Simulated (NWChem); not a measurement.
All runs are NWChem calculations. System: HB, charge 0, spin multiplicity 1, at a geometry optimised with PBE0/def2-SVP. The structure started from a generated list of species. Level: G0W0@B3LYP/def2-TZVPD, RI basis def2-tzvpd-rifit, VWN1-RPA local correlation.

NWChem printed:

```
             Northwest Computational Chemistry Package (NWChem) 7.3.0
             --------------------------------------------------------

                                NWChem Input Module
                                -------------------

 Scaling coordinates for geometry "geometry" by  1.889725989
 (inverse scale =  0.529177249)

 Turning off AUTOSYM since
 SYMMETRY directive was detected!

                             Geometry "geometry" -> ""
                             -------------------------

 Output coordinates in angstroms (scale by  1.889725989 to convert to a.u.)

  No.       Tag          Charge          X              Y              Z
 ---- ---------------- ---------- -------------- -------------- --------------
    1 B                    5.0000     0.00000000     0.00000000     0.20870900
    2 H                    1.0000     0.00000000     0.00000000    -1.04354400

 Effective nuclear repulsion energy (a.u.)       2.1129007038

            Nuclear Dipole moment (a.u.)
            ----------------------------
        X                 Y               Z
 ---------------- ---------------- ----------------
     0.0000000000     0.0000000000     0.0000018897

      Symmetry information
      --------------------

 Group name             C2v
 Group number             16
 Group order               4
 No. of unique centers     2

      Symmetry unique atoms

     1    2


 Summary of "ao basis" -> "" (spherical)
 ------------------------------------------------------------------------------
       Tag                 Description            Shells   Functions and Types
 ---------------- ------------------------------  ------  ---------------------
 *                         def2-tzvpd                 on all atoms

 new library libraries.bse/

 Summary of "ri basis" -> "" (spherical)
 ------------------------------------------------------------------------------
       Tag                 Description            Shells   Functions and Types
 ---------------- ------------------------------  ------  ---------------------
 *                      def2-tzvpd-rifit              on all atoms

                                 NWChem DFT Module
                                 -----------------

 Summary of "ao basis" -> "ao basis" (spherical)
 ------------------------------------------------------------------------------
       Tag                 Description            Shells   Functions and Types
 ---------------- ------------------------------  ------  ---------------------
 B                         def2-tzvpd               13       37   6s3p3d1f
 H                         def2-tzvpd                5        9   3s2p

 Summary of "ao basis" -> "ao basis" (spherical)
 ------------------------------------------------------------------------------
       Tag                 Description            Shells   Functions and Types
 ---------------- ------------------------------  ------  ---------------------
 B                         def2-tzvpd               13       37   6s3p3d1f
 H                         def2-tzvpd                5        9   3s2p

      Symmetry analysis of basis
      --------------------------

        a1         22
        a2          4
        b1         10
        b2         10

            General Information
            -------------------
          SCF calculation type: DFT
          Wavefunction type:  closed shell.
          No. of atoms     :     2
          No. of electrons :     6
           Alpha electrons :     3
            Beta electrons :     3
          Charge           :     0
          Spin multiplicity:     1
          Use of symmetry is: on ; symmetry adaption is: on
          Maximum number of iterations: 100
          This is a Direct SCF calculation.
          AO basis - number of functions:    46
                     number of shells:    18
          Convergence on energy requested:  1.00D-06
          Convergence on density requested:  1.00D-05
          Convergence on gradient requested:  5.00D-04

              XC Information
              --------------
                         B3LYP Method XC Potential
                     Hartree-Fock (Exact) Exchange  0.200
                        Slater Exchange Functional  0.800 local
[...]
                  ----------------------------------------------

                     irrep           alpha         beta
                     --------     --------     --------
                     a1                3.0          3.0
                     a2                0.0          0.0
                     b1                0.0          0.0
                     b2                0.0          0.0

                       DFT Final Molecular Orbital Analysis
                       ------------------------------------

 Vector    1  Occ=2.000000D+00  E=-6.842583D+00  Symmetry=a1
              MO Center=  2.6D-21,  2.6D-21,  2.1D-01, r^2= 4.1D-02
   Bfn.  Coefficient  Atom+Function         Bfn.  Coefficient  Atom+Function
  ----- ------------  ---------------      ----- ------------  ---------------
     2      0.581960  1 B  s                  1      0.495166  1 B  s
     3      0.035349  1 B  s                  4     -0.029144  1 B  s

 Vector    2  Occ=2.000000D+00  E=-4.839444D-01  Symmetry=a1
              MO Center= -7.1D-16, -1.4D-16, -4.9D-01, r^2= 9.7D-01
   Bfn.  Coefficient  Atom+Function         Bfn.  Coefficient  Atom+Function
  ----- ------------  ---------------      ----- ------------  ---------------
     3      0.332085  1 B  s                  4      0.324586  1 B  s
    39      0.215016  2 H  s                  2     -0.176894  1 B  s
    38      0.161720  2 H  s                  9     -0.159481  1 B  pz
    12     -0.108167  1 B  pz                40      0.095155  2 H  s
     1     -0.090464  1 B  s                  5      0.052943  1 B  s

 Vector    3  Occ=2.000000D+00  E=-2.405623D-01  Symmetry=a1
              MO Center=  2.1D-15,  2.0D-15,  4.4D-01, r^2= 1.7D+00
   Bfn.  Coefficient  Atom+Function         Bfn.  Coefficient  Atom+Function
  ----- ------------  ---------------      ----- ------------  ---------------
     4      0.387735  1 B  s                  9      0.316175  1 B  pz
     3      0.255482  1 B  s                  5      0.228860  1 B  s
    12      0.227280  1 B  pz                39     -0.188617  2 H  s
    40     -0.187056  2 H  s                  2     -0.134846  1 B  s
    15      0.127360  1 B  pz                38     -0.113903  2 H  s

 Vector    4  Occ=0.000000D+00  E=-9.626163D-02  Symmetry=b1
              MO Center= -1.5D-15,  9.0D-31,  1.3D-01, r^2= 2.2D+00
   Bfn.  Coefficient  Atom+Function         Bfn.  Coefficient  Atom+Function
  ----- ------------  ---------------      ----- ------------  ---------------
     7      0.407370  1 B  px                10      0.379194  1 B  px
    13      0.377814  1 B  px                44      0.039206  2 H  px
    24      0.027743  1 B  d  1

 Vector    5  Occ=0.000000D+00  E=-9.626163D-02  Symmetry=b2
              MO Center=  7.9D-31, -1.6D-15,  1.3D-01, r^2= 2.2D+00
   Bfn.  Coefficient  Atom+Function         Bfn.  Coefficient  Atom+Function
  ----- ------------  ---------------      ----- ------------  ---------------
     8      0.407370  1 B  py                11      0.379194  1 B  py
    14      0.377814  1 B  py                45      0.039206  2 H  py
    22     -0.027743  1 B  d -1

 Vector    6  Occ=0.000000D+00  E= 1.108974D-02  Symmetry=a1
              MO Center= -4.2D-15, -3.3D-15, -2.1D-01, r^2= 1.2D+01
   Bfn.  Coefficient  Atom+Function         Bfn.  Coefficient  Atom+Function
  ----- ------------  ---------------      ----- ------------  ---------------
     6      2.152122  1 B  s                  5     -1.574382  1 B  s
     3     -0.250492  1 B  s                 15     -0.123194  1 B  pz
     4      0.120122  1 B  s                 12      0.103396  1 B  pz
     2      0.079314  1 B  s                 40      0.058318  2 H  s
    46     -0.055110  2 H  pz                 9      0.047801  1 B  pz

 center of mass
 --------------
 x =   0.00000000 y =   0.00000000 z =   0.19594185

 moments of inertia (a.u.)
 ------------------
           5.170423550438           0.000000000000           0.000000000000
           0.000000000000           5.170423550438           0.000000000000
           0.000000000000           0.000000000000           0.000000000000

     Multipole analysis of the density
     ---------------------------------

     L   x y z        total         alpha         beta         nuclear
     -   - - -        -----         -----         ----         -------
     0   0 0 0     -0.000000     -3.000000     -3.000000      6.000000

     1   1 0 0     -0.000000     -0.000000     -0.000000      0.000000
     1   0 1 0     -0.000000     -0.000000     -0.000000      0.000000
     1   0 0 1     -0.594370     -0.297186     -0.297186      0.000002

     2   2 0 0     -5.057186     -2.528593     -2.528593      0.000000
     2   1 1 0     -0.000000     -0.000000     -0.000000      0.000000
     2   1 0 1     -0.000000     -0.000000     -0.000000      0.000000
     2   0 2 0     -5.057186     -2.528593     -2.528593      0.000000
     2   0 1 1      0.000000      0.000000      0.000000      0.000000
     2   0 0 2     -7.784274     -6.225437     -6.225437      4.666600

 Task  times  cpu:        0.9s     wall:        0.9s

                                NWChem Input Module
                                -------------------

                                 NWChem GW Module
                                 ----------------

                             ***********************
                             ***        GW       ***
                             ***********************

 Summary of "ri basis" -> "ri basis" (spherical)
 ------------------------------------------------------------------------------
       Tag                 Description            Shells   Functions and Types
 ---------------- ------------------------------  ------  ---------------------
 B                      def2-tzvpd-rifit            26       92   9s7p5d4f1g
 H                      def2-tzvpd-rifit            10       24   5s3p2d

                 Memory Information
                 ------------------
          Available GA per process is          1700.0 MBs
          Available stack per process is        700.0 MBs
          Available heap per process is           0.0 MBs

          Peak memory in Initialization
              Peak GA per process is                  0.3 MBs
              Peak stack per process is               0.0 MBs
              Peak heap per process is                0.4 MBs
              Memory not in MA per process            0.0 MBs

          Peak memory in AFF Calculation
              Peak GA per process is                  0.4 MBs
              Peak stack per process is               0.1 MBs
              Peak heap per process is                0.0 MBs
              Memory not in MA per process            0.1 MBs

          Computing 2-center integrals
          Computing Inverse Cholesky factor
          Computing 3-center integrals
          Computing V_xc ...

          Computing Sigma_x
          Computing RPA polarizability
          Solving quasiparticle equations

                  Alpha Orbitals
          State     Energy (eV)     Error (eV)
          -----------------------------------
@GW         1       -194.370           0.004
@GW         2        -16.277           0.004
@GW         3         -9.364           0.002
@GW         4          0.063           0.002
@GW         5          0.063           0.002

   Applying   2.6829 eV scissor-shift to rest of hole states

     GW Timing Statistics
   ------------------------
   Init.   :          0.1s
     ERIs  :          0.1s
     Distr.:          0.0s
     Vxc   :          0.1s
   Sigma_x :          0.0s
   RPA     :          0.0s
   Wmn     :          0.0s
   Sigma_c :          0.0s
   GW total:          0.2s

 Task  times  cpu:        0.2s     wall:        0.2s

 Total times  cpu:        1.2s     wall:        1.2s
```

Problem. Write an NWChem input that would produce this output.

Solution. Several could match; the one computed here: 
```
start mol
memory heap 200 mb stack 700 mb global 1700 mb
geometry units angstroms nocenter noautoz
  B      0.000000     0.000000     0.208709
  H      0.000000     0.000000    -1.043544
  symmetry group C2v
end
basis spherical
  * library def2-tzvpd
end
basis "ri basis" bse spherical
  * library def2-tzvpd-rifit
end
dft
  xc b3lyp
  iterations 100
  direct
  tolerances tight
end
task dft energy
gw
  states alpha occ 4 vir 2
end
task dft gw
```
